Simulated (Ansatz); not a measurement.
The cluster Zn2I5⁻, relaxed as a singlet with RKS r2SCAN-D4/def2-SVPD in Ansatz, starting from the GFN1-xTB geometry. Force threshold 0.02 eV/Å.

In the def2 sets I takes a core potential; there is no spin–orbit coupling. The structure comes from a short search, and lower isomers may exist.

Start:

```xyz
7

Zn   -1.6520    2.0738    0.0687
Zn    1.6410   -2.0807   -0.1039
I    -3.8565    1.5477    1.2322
I     4.0264   -1.5033   -0.7918
I    -0.6525    4.2962   -0.6798
I    -0.1629   -0.1048   -0.5738
I     0.6566   -4.2289    0.8485
```

Task: Estimate the energy that the relaxation releases and the steps that it takes.

Result: 0.71 eV, in 25 steps; 4.7 min on 4 threads of Arm Neoverse V1 on a shared host. No frequencies were taken in this run, so the end may be a saddle point.

Task: Does the start keep its bonding and symmetry?

Result: Bonds formed: Zn1–I4, Zn2–I3 (atoms count from 1). The end is the same structure that another start reached, the lowest one found.

Task: Predict the relaxed structure.

Result: 
```xyz
7

Zn   -0.065    1.407   -0.264
Zn    0.063   -1.407    0.265
I    -1.501    0.262    1.758
I     2.288    0.177    0.389
I    -0.176    3.880   -0.730
I    -0.784   -0.439   -2.146
I     0.175   -3.880    0.728
```
Bond lengths (bridged metal pairs left out): 8 × I–Zn 2.52 to 2.73 Å.
